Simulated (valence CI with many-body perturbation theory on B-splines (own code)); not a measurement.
Results of a calculation; reference values are marked as such.
# Sr²⁵⁺: magnetic and hyperfine properties of the levels

Level of theory: relativistic CI+MBPT: three valence electrons over a frozen Dirac-Fock core [Ne], a basis of 11 s, 11 p, 9 d, 7 f, 5 g, 2 h, 1 i functions for each j, with the one-electron correlation potential Σ1, the two-electron term Σ2, the three-electron term Σ3, Breit, model QED; selected CI, second order for the rest (own B-spline code, finite nucleus).

No measured levels were compared; by estimate levels of excited configurations hold to 0.05 to 0.15 % of their energy, terms of the ground configuration to about 0.5 %.

A/g_I is the dipole constant over the nuclear g factor μ/I (μ in nuclear magnetons, uniformly magnetised nucleus), B/Q the quadrupole constant per barn. Both hold the static response of the core; the bare values leave it out. Large factors of s and p1/2 electrons are usually good to 5 to 10 %; those of open d and f shells near neutrality can be off by tens of per cent, and small factors of p3/2, d and f electrons come from cancelling terms and can be off by a factor of two or in sign, in half-filled shells by more. B is blank for J = 1/2, where it vanishes, and for nearly pure S terms. Energies count from the lowest level.

Names give the largest LS component (configuration and term), which can be under half, so a name can repeat, a term be missing and a line seem to break the LS rules; names also repeat where a configuration has a term twice. Letters in brackets count levels of one name in rising energy.

```
             Level  E (cm⁻¹)      g  A/g_I (MHz)  A/g_I bare  B/Q (MHz/b)  B/Q bare
     3s²3p ²P°_1/2         0  0.662       114000      110000                       
     3s²3p ²P°_3/2    126460  1.331        21100       20900        37900     36900
      3s3p² ⁴P_1/2    453470  2.570       267000      259000                       
      3s3p² ⁴P_3/2    525210  1.713        95000       92500        30800     30000
      3s3p² ⁴P_5/2    568080  1.499       103000       99900       -13000    -12600
      3s3p² ²D_3/2    651690  0.846        -8880       -8040        42100     41000
      3s3p² ²D_5/2    699650  1.295        86800       84000        42400     41300
      3s3p² ²P_1/2    729290  1.179        42900       41600                       
      3s3p² ²S_1/2    855650  1.581       320000      307000                       
      3s3p² ²P_3/2    862540  1.258       -24400      -22300       -31600    -30700
      3s²3d ²D_3/2    933810  0.840        -3640       -2800        10500     10600
      3s²3d ²D_5/2    949450  1.199        17000       17000        16700     16800
       3p³ ²D°_3/2   1160100  1.199        11100       11600        29400     28700
       3p³ ²D°_5/2   1226700  1.187        51300       50100       -14300    -13700
       3p³ ⁴S°_3/2   1236900  1.364       -12400      -10200        -7060     -6760
    3s3p3d ⁴F°_3/2   1259400  0.638       -30000      -28500        12700     12600
    3s3p3d ⁴F°_5/2   1282400  1.054        36100       35400         7950      8140
    3s3p3d ⁴F°_7/2   1320300  1.251        57900       56400         8210      8570
       3p³ ²P°_1/2   1343500  0.654        99400       95200                       
    3s3p3d ⁴P°_5/2   1351100  1.464        61300       59900        13400     13400
    3s3p3d ⁴D°_3/2   1353800  1.346        41600       41200         7510      7390
    3s3p3d ⁴D°_1/2   1358400  0.269      -122000     -117000                       
    3s3p3d ⁴F°_9/2   1392800  1.331        50800       49600        46500     45800
       3p³ ²P°_3/2   1404200  1.296        10700       11400       -15300    -14900
3s3p3d ²F°_5/2 [a]   1433100  1.045        27500       27100        15500     15500
    3s3p3d ⁴D°_7/2   1440500  1.398        59800       58600        -7820     -7410
    3s3p3d ⁴D°_5/2   1443900  1.278        56200       55000         -507      -493
    3s3p3d ⁴P°_1/2   1444100  2.419       196000      190000                       
    3s3p3d ⁴P°_3/2   1444300  1.392        32400       32300        -9870     -9840
    3s3p3d ²D°_3/2   1455100  1.047        10400       10600       -12700    -12200
3s3p3d ²D°_5/2 [a]   1487500  1.217        69600       67400        -8670     -8190
3s3p3d ²F°_7/2 [a]   1550000  1.141         6990        7500        46200     45700
3s3p3d ²P°_3/2 [a]   1568300  1.121        10300       10700         -755      -501
3s3p3d ²F°_7/2 [b]   1625100  1.153        44700       43600        42500     42000
3s3p3d ²P°_1/2 [a]   1631400  0.652      -123000     -117000                       
3s3p3d ²F°_5/2 [b]   1631600  0.891       -19900      -18400        36100     35600
3s3p3d ²P°_1/2 [b]   1659400  0.658        54800       52900                       
3s3p3d ²P°_3/2 [b]   1675700  1.177        84800       81900         3330      3570
3s3p3d ²D°_5/2 [b]   1682500  1.159       -18600      -16900       -21900    -20900
3s3p3d ²P°_3/2 [c]   1687200  1.132        -3810       -2650       -23600    -23000
```

Problem. Take the isotope of mass number 87, with I = 9/2, μ = -1.09316 μN and Q = 0.305 b. What is the hyperfine structure of 3s²3p ²P°_1/2?

Solution. From the table A = -27800 MHz. Shifts from the centre of gravity in MHz: F = 4: 76400, F = 5: -62600.
